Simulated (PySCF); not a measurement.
**Electron correlation in Zn⁺ (zinc, charge +1)**

[Ar] 3d10 4s1, 2S determinant. All numbers are calculated (PySCF 2.14, the non-relativistic Hamiltonian (point nucleus), in def2-QZVPPD). Frozen: [Ar]; 11 electrons correlated.

```tsv
level	correlation energy (mhartree)
CCSD	-430.14
(T)	-12.80
CCSD(T)	-442.94
```

Diagnostics: T1 = 0.012, D1 = 0.0380, largest double amplitude 0.014.

Cost of the coupled-cluster step: roughly 26 core-seconds, for 11 correlated electrons.
